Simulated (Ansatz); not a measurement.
One change: `[SiH3][GeH2][B](Cl)Cl` becomes `ClB(Cl)[SiH2][GeH3]`.

Ansatz, PBE0-D4/def2-TZVP geometries, multiplicity 1. Each molecule was computed in one conformer, which needn't be the lowest.

Scalar relativity is left out up to krypton.

```json
{"property": "HOMO energy (PBE0/def2-TZVPP) / eV", "`[SiH3][GeH2][B](Cl)Cl`": "-7.96"}
{"property": "LUMO energy (B3LYP/def2-TZVPP) / eV", "`[SiH3][GeH2][B](Cl)Cl`": "-2.26"}
{"property": "HOMO energy (PBE/def2-TZVPP) / eV", "`[SiH3][GeH2][B](Cl)Cl`": "-6.83"}
{"property": "LUMO energy (PBE0/def2-TZVPP) / eV", "`[SiH3][GeH2][B](Cl)Cl`": "-2.12"}
{"property": "HOMO–LUMO gap (B3LYP/def2-TZVPP) / eV", "`[SiH3][GeH2][B](Cl)Cl`": "5.49"}
{"property": "HOMO–LUMO gap (PBE/def2-TZVPP) / eV", "`[SiH3][GeH2][B](Cl)Cl`": "3.85"}
```

(1) What does the change do to each property? (Estimate.)

Results:

(1) The calculation gave: 
```tsv
property	`ClB(Cl)[SiH2][GeH3]`	shift
HOMO energy (PBE0/def2-TZVPP) / eV	-8.02	-0.06
LUMO energy (B3LYP/def2-TZVPP) / eV	-2.38	-0.12
HOMO energy (PBE/def2-TZVPP) / eV	-6.88	-0.05
LUMO energy (PBE0/def2-TZVPP) / eV	-2.23	-0.11
HOMO–LUMO gap (B3LYP/def2-TZVPP) / eV	5.43	-0.06
HOMO–LUMO gap (PBE/def2-TZVPP) / eV	3.80	-0.05
```

With PBE0 the HOMO falls by 0.06 eV and the LUMO falls by 0.11 eV, so the gap narrows by about 0.05 eV. PBE moves the HOMO by -0.05 eV and ωB97M-V by -0.06 eV.

B3LYP here is the variant with VWN-RPA as its local correlation; programs differ in this.
